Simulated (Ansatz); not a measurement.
Stepwise reaction of `C[SiH2]F` with hydrogen sulfide, as a gas-phase model of exchange steps in deposition or etching. ΔE in kJ/mol.

Gas-phase electronic energies from Ansatz, PBE0-D4/def2-TZVP geometries. CCSD(T)/CBS adds triple-zeta CCSD(T) − MP2 to the extrapolated MP2 energy (def2 sets, frozen cores). This one scheme is used for every species. DFT in def2-TZVPP. B3LYP here is the variant with VWN-RPA as its local correlation; programs differ in this. Each species was taken in one conformer, which may not be the lowest.

| step | reaction | PBE-D4 | B3LYP-D4 | ωB97M-V | CCSD(T)/CBS |
| --- | --- | --- | --- | --- | --- |
| 1 | `C[SiH2]F` + H₂S → `C[SiH](F)S` + H₂ | -55.4 | -47.5 | -49.0 | -49.1 |

Give the row of step 2, `C[SiH](F)S` + H₂S → `C[Si](F)(S)S` + H₂. (An estimate is asked.)

Ansatz gave: 
```json
{"step": "2", "reaction": "`C[SiH](F)S` + H₂S → `C[Si](F)(S)S` + H₂", "PBE-D4": "-53.8", "B3LYP-D4": "-46.8", "ωB97M-V": "-47.1", "CCSD(T)/CBS": "-47.3"}
```

By hand: ΔE of the 2 steps together at CCSD(T)/CBS.

(-49.1) + (-47.3) = -96.4 kJ/mol, or -48.2 kJ/mol a step.

In ΔE the steps differ by no more than 1.8 kJ/mol. All are downhill at CCSD(T)/CBS. PBE-D4 differs from CCSD(T)/CBS by -6.5 to -6.3 kJ/mol a step. Isolated molecules leave out the surface, adducts and barriers. Largest T1 diagnostic: 0.011.
